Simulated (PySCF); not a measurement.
CH₂Cl, SMILES [CH2]Cl (connectivity only; charge and spin as stated), charge +1, multiplicity 1. Coordinates come from a B3LYP-D3(BJ)/def2-TZVP optimisation. The multiplicity is an assumed one; other spin states were not compared. The isomer is the one that the SMILES or the coordinates give; other isomers of the formula were not compared.

TDA-PBE/def2-TZVPD run with PySCF puts the lowest singlet excitations at 3.21, 7.64, 7.75, 7.84, 8.93, 10.23 eV and the lowest triplet (TDA) at 2.67 eV.

### Question
What are the lowest singlet roots from EOM-CCSD/aug-cc-pVDZ (PySCF 2.14.0)? (An estimate is asked for; the answer gives what the named calculation found.)

### Answer
3.58, 7.05, 7.97, 8.60, 9.75, 10.90 eV; triplets 3.29, 4.60, 7.09 eV. S1 differs by 0.37 eV (second minus first; roots are paired by order, and the bases may differ).
